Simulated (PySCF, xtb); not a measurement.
anisole (C7H8O), SMILES c1cc(OC)ccc1. One conformer was computed; it need not be the lowest.

Harmonic wavenumbers (cm⁻¹) from GFN2-xTB run with xtb at its own minimum, in rising order: 95, 200, 246, 257, 380, 424, 483, 531, 589, 656, 757, 793, 861, 881, 921, 926, 979, 1064, 1082, 1115, 1123, 1159, 1179, 1194, 1249, 1284, 1332, 1403, 1441, 1473, 1474, 1486, 1589, 1605, 2928, 2942, 3025, 3076, 3081, 3094, 3101, 3107.

Problem. What does PySCF with r2SCAN-D4/def2-SVP give at its own minimum? (The exact figures need the calculation; the answer reports its results.)

Solution. 101, 216, 264, 286, 426, 450, 520, 559, 623, 710, 767, 806, 824, 893, 972, 995, 1005, 1045, 1089, 1098, 1162, 1166, 1179, 1200, 1300, 1322, 1411, 1458, 1464, 1476, 1489, 1531, 1640, 1665, 2996, 3079, 3160, 3175, 3183, 3199, 3206, 3215. Paired by order, the mean absolute difference is 45 cm⁻¹ and the zero-point energies are 80.9 and 83.4 kcal/mol.
